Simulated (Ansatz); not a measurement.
`[OH][AlH][SbH][Cl]` + `C#CB(C)F` → `C[B](F)[SbH][Cl]` + `C#[C][AlH][OH]`  (redistribution)

Program: Ansatz. Geometries: PBE0-D4/def2-TZVP. ΔE: electronic, gas phase. CCSD(T)/CBS adds triple-zeta CCSD(T) − MP2 to the extrapolated MP2 energy (def2 sets, frozen cores). DFT in def2-TZVPP. Elements past krypton have def2 core potentials. For Sb outer-core shells are correlated without core-valence functions, which leaves a few kJ/mol of doubt a bond. One conformer a species, not always the lowest.

`[OH][AlH][SbH][Cl]`:

```xyz
7

O    -1.766   -0.362    0.341
Al   -0.587    0.843    0.467
Sb    1.939    0.000    0.167
Cl    1.109   -2.159   -0.430
H    -1.498   -1.259    0.127
H    -1.041    2.326    0.763
H     1.844    0.612   -1.435
```

`C#CB(C)F`:

Cartesian coordinates in Å:
```
C -0.591 -0.522 -2.269
C -0.014 -0.374 -1.221
B 0.669 -0.161 0.132
C -0.068 0.455 1.356
F 1.939 -0.539 0.238
H -1.093 -0.658 -3.200
H 0.595 0.643 2.202
H -0.861 -0.228 1.682
H -0.577 1.383 1.080
```

`C[B](F)[SbH][Cl]`:

Cartesian coordinates in Å:
```
C -0.536 1.037 -0.518
B -0.057 0.316 0.765
F -0.479 0.690 1.966
Sb 1.442 -1.411 0.796
Cl 1.390 -1.760 -1.547
H 0.324 1.476 -1.036
H -1.274 1.817 -0.319
H -0.947 0.311 -1.227
H 0.138 -2.475 1.120
```

`C#[C][AlH][OH]`:

```xyz
7

C     1.270    0.532   -1.623
C     0.705    0.144   -0.626
Al   -0.169   -0.476    0.951
O    -1.809   -0.135    1.180
H     1.770    0.874   -2.501
H     0.567   -1.299    2.066
H    -2.334    0.359    0.553
```

| level | ΔE (eV) |
| --- | --- |
| revPBE-D4 | 0.48 |
| CCSD/def2-TZVPP | 0.38 |

(1) What does CCSD(T)/CBS give? (An estimate is asked.)

Largest T1 diagnostic among the species: 0.014.

Answers

(1) The calculation gave: +0.40 eV. The listed levels differ from it by 0.08, -0.02 eV.

Leaving LDA and LC-ωPBE aside and taking each functional with its dispersion term where it has one, the values, not all of them listed here, spread over 0.11 eV, from ωB97X-V to PBE-D4. LDA lies +0.05 eV from PBE without D4. At CCSD(T), def2-SVP lies +0.07 eV from the extrapolated value and def2-TZVPP −0.02 eV.
